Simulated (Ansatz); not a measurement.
`[SiH3]CC1[SiH2][SiH2]1`, charge 0, multiplicity 1.

(1) Give a relaxed structure at PBE0-D4/def2-TZVP (Ansatz 0.2.0). (Estimate.)

## Answers

(1) Computed: 
Z-matrix (Å, degrees):
```
Si
C 1 1.879
H 1 1.489 2 109.8
H 1 1.489 2 109.7 3 118.7
H 1 1.489 2 111.8 3 -120.7
C 2 1.523 1 111.4 3 -60.1
H 2 1.096 1 108.2 3 61.9
H 2 1.096 1 109.3 3 176.7
Si 6 1.906 2 121.8 1 76.2
Si 6 1.907 2 122.8 1 164.7
H 6 1.093 2 113.0 1 -58.9
H 9 1.482 6 117.7 2 -127.5
H 9 1.483 6 114.8 2 9.7
H 10 1.483 6 115.0 2 -8.0
H 10 1.483 6 117.3 2 128.9
```
This is one stationary point; other conformers may exist.
